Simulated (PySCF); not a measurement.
Molecule: `InChI=1S/C5H4F2/c6-3-5(7)4-1-2-4/h1,3H,2H2/b5-3-`.

Bonds (- single, = double, # triple, : aromatic): F1-C2, C2=C3, C3-F4, C3-C5, C5=C6, C6-C7, C7-C5. C2 carries H8; C6 carries H9; C7 carries H10, H11. Stereochemistry as in F/C=C(\F)C1=CC1.

Frames of a GFN2-xTB Langevin trajectory at 300 K; GIAO PBE0/pcSseg-1 shieldings in PySCF 2.14.0 with density-fitted response routines, gas phase, non-relativistic; equivalent atoms averaged within each frame.

δ = σ(ref) − σ, references computed at the same level: 19F (σ = 170.95 ppm) vs CFCl3; 13C (σ = 186.93 ppm), 1H (σ = 31.72 ppm) vs TMS. The references are static minima.

How do the shifts (ppm) fluctuate along the trajectory?

## Answers


```
         time (fs)      F1      F4     C2     C3     C6     C5    C7    H9    H8  H10/H11
               250  -139.6  -153.3  157.5  152.5  118.4  115.6  12.5  8.27  6.82     1.61
               425  -133.3  -152.7  159.4  154.5  120.7  117.1  14.6  7.96  6.85     1.99
               625  -130.0  -143.6  159.4  147.5  124.2  115.5  14.4  8.01  7.40     2.19
               800  -150.5  -114.6  150.7  151.8  129.4  117.6  16.6  8.79  7.04     1.89
              1000  -157.2  -147.3  151.6  157.0  127.7  120.4  13.5  8.70  6.90     1.50
    mean of frames  -142.1  -142.3  155.7  152.7  124.1  117.2  14.3  8.34  7.00     1.83
standard deviation    11.5    16.0    4.3    3.5    4.6    2.0   1.5  0.38  0.24     0.28
```

5 frames give an uncertainty of the mean of about the standard deviation over 2.2 at best, since frames this close in time may not be independent; classical motion lacks zero-point vibration, and the reference would need the same averaging.
